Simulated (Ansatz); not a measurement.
Consider the redistribution: `Cl[SiH2]O[SiH](Cl)Cl` + `C=C[N]([GeH3])[SiH2]Cl` → `C=CN([SiH2]Cl)[SiH2]Cl` + `Cl[SiH](Cl)[O][GeH3]`.

Computed with Ansatz on PBE0-D4/def2-TZVP structures; ΔE is electronic, products minus reactants. CBS: MP2 limit from def2 TZ/QZ plus the TZ coupled-cluster correction, frozen cores. DFT in def2-TZVPP. B3LYP here is the variant with VWN-RPA as its local correlation; programs differ in this. For Ge outer-core shells are correlated without core-valence functions, which leaves a few kJ/mol of doubt a bond. Scalar relativity is left out up to krypton. One conformer a species, not always the lowest.

```json
{"level": "PBE-D4", "ΔE (kJ/mol)": "22.4", "difference from CCSD(T)/CBS": "-5.6"}
{"level": "r2SCAN-D4", "ΔE (kJ/mol)": "25.2", "difference from CCSD(T)/CBS": "-2.8"}
{"level": "PBE0-D4", "ΔE (kJ/mol)": "23.7", "difference from CCSD(T)/CBS": "-4.3"}
{"level": "ωB97X-V", "ΔE (kJ/mol)": "22.8", "difference from CCSD(T)/CBS": "-5.2"}
{"level": "B2PLYP", "ΔE (kJ/mol)": "26.2", "difference from CCSD(T)/CBS": "-1.8"}
{"level": "r2SCAN", "ΔE (kJ/mol)": "25.5", "difference from CCSD(T)/CBS": "-2.5"}
{"level": "PBE0", "ΔE (kJ/mol)": "24.6", "difference from CCSD(T)/CBS": "-3.4"}
{"level": "B3LYP", "ΔE (kJ/mol)": "26.5", "difference from CCSD(T)/CBS": "-1.5"}
{"level": "SCS-MP2/def2-TZVPP", "ΔE (kJ/mol)": "25.4", "difference from CCSD(T)/CBS": "-2.6"}
{"level": "SCS-MP2/def2-QZVPP", "ΔE (kJ/mol)": "26.5", "difference from CCSD(T)/CBS": "-1.5"}
{"level": "CCSD(T)/CBS", "ΔE (kJ/mol)": "28.0", "difference from CCSD(T)/CBS": "0"}
```

Largest T1 diagnostic among the species: 0.012.
